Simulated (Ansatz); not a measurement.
Cost and result for the atomization energy of `NB(N)O[SiH3]` (12 atoms, 11 bonds).

```xyz
12

N    -1.160    1.056    0.020
B    -0.199    0.295   -0.694
N    -0.130    0.297   -2.106
O     0.719   -0.496   -0.021
Si    0.930   -1.005    1.513
H    -1.168    1.113    1.021
H    -1.826    1.659   -0.425
H     0.546   -0.263   -2.591
H    -0.726    0.840   -2.701
H     0.304   -0.067    2.490
H     2.386   -1.079    1.790
H     0.325   -2.349    1.704
```

The species carries charge 0 and has multiplicity 1. The structure was optimised at the PBE0-D4/def2-TZVP level. It is one conformer, not always the lowest. Program: Ansatz. All runs use 4 threads of a server CPU on a shared host. Times are those of one run each, without the atoms' runs, and a repeat can differ threefold. Electronic energies, without spin–orbit coupling; frozen cores. CCSD(T)/CBS adds CCSD(T) − MP2 in def2-TZVPP to the MP2 limit, and its time is that of the two runs behind it. T1 = 0.011. B3LYP takes the VWN-RPA correlation (the form of Gaussian; ORCA's B3LYP/G).

CCSD(T)/CBS is a level of theory with its own doubt, some kJ/mol a heavy atom from the limit and from the frozen cores, so smaller differences don't rank the functionals.

```
                             level  functions  wall time  atomization (kcal/mol)  difference from CCSD(T)/CBS  per bond
            LDA (SPW92)/def2-TZVPP        264        2 s                  1229.1                        148.0      13.5
                BLYP-D4/def2-TZVPP        264      3.4 s                  1085.3                          4.2       0.4
               BHLYP-D4/def2-TZVPP        264        5 s                  1056.9                        -24.2      -2.2
           CAM-B3LYP-D4/def2-TZVPP        264      5.5 s                  1093.5                         12.4       1.1
 B3LYP-D4/def2-TZVPP (with forces)        264      7.5 s                  1086.7                          5.6       0.5
r2SCAN-D4/def2-TZVPP (with forces)        264        8 s                  1079.5                         -1.6      -0.1
             r2SCANh-D4/def2-TZVPP        264        8 s                  1072.7                         -8.4      -0.8
               PBE-QIDH/def2-TZVPP        264        9 s                  1067.7                        -13.4      -1.2
                  CCSD(T)/def2-SVP        109        9 s                  1007.4                        -73.7      -6.7
                 B97M-V/def2-TZVPP        264       15 s                  1083.0                          1.9       0.2
                    MP2/def2-QZVPP        508       39 s                  1084.5                          3.4       0.3
                CCSD(T)/def2-TZVPP        264    4.8 min                  1048.8                        -32.3      -2.9
                 CCSD(T)/CBS(def2)          –    5.5 min                  1081.1                          0.0       0.0
```

From PBE to PBE0 (25 % exact exchange), in def2-TZVPP and without D4, the atomization energy moves by −18.1 kcal/mol: exact exchange takes away binding that semilocal exchange gives to molecules. At CCSD(T), def2-SVP lies −73.6 kcal/mol from the extrapolated value and def2-TZVPP −32.2 kcal/mol: correlation converges slowly with the basis, and small sets miss more of it in the bonded molecule than in its fragments. The D4 term adds +8.5 kcal/mol with B3LYP and +4.5 kcal/mol with PBE0; it sums over pairs of atoms, weighted by their polarisabilities, and B3LYP, whose exchange is more repulsive, gets the larger term.
